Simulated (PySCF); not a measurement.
C2H6BClO2, SMILES B(O)(OCC)Cl.

Geometry optimised at PBE-D3(BJ)/def2-SVP. Other conformers were not sampled.

The numbers are results of B3LYP/def2-TZVP run with PySCF, not measurements.

Computed frontier levels, gap, dipole moment and polarisability:
```yaml
highest_occupied_level: -8.48 eV
lowest_empty_level: 0.32 eV
orbital_gap: 8.80 eV
dipole_moment: 1.97 D
quadrupole, principal values (traceless, Buckingham form, about the centre of nuclear charge): -5.42, -1.39, 6.82 D·Å
mean_static_polarisability: 58.4 bohr³ (8.65 Å³)
polarisability_principal_values: 48.1, 54.1, 73.0 bohr³
```
